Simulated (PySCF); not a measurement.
**Electron correlation in O⁺ (oxygen, charge +1)**

[He] 2s2 2p3, high-spin 4S determinant. Computed with PySCF 2.14 in aug-cc-pVDZ-DK, with scalar relativity by spin-free X2C-1e. Frozen: 1s2; 5 electrons correlated.

MP2 pair energies summed by pair of shells (mhartree):

```json
{"pair": "2s-2p", "energy": "-47.73", "share (%)": "66.1"}
{"pair": "2p-2p", "energy": "-17.01", "share (%)": "23.5"}
{"pair": "2s-2s", "energy": "-7.51", "share (%)": "10.4"}
```

Total MP2 correlation energy: -72.25 mhartree.

Same-spin part -20.04 and opposite-spin part -52.21 mhartree; SCS-MP2 scales them by 1/3 and 6/5 to -69.33 mhartree.

| level | correlation energy (mhartree) |
| --- | --- |
| CCSD | -88.22 |
| (T) | -0.79 |
| CCSD(T) | -89.01 |

Diagnostics: T1 = 0.0046, D1 = 0.0068, largest double amplitude 0.029.

Question: Is a single reference adequate?

Answer: Yes: T1 lies below 0.03 and no double amplitude reaches 0.07.
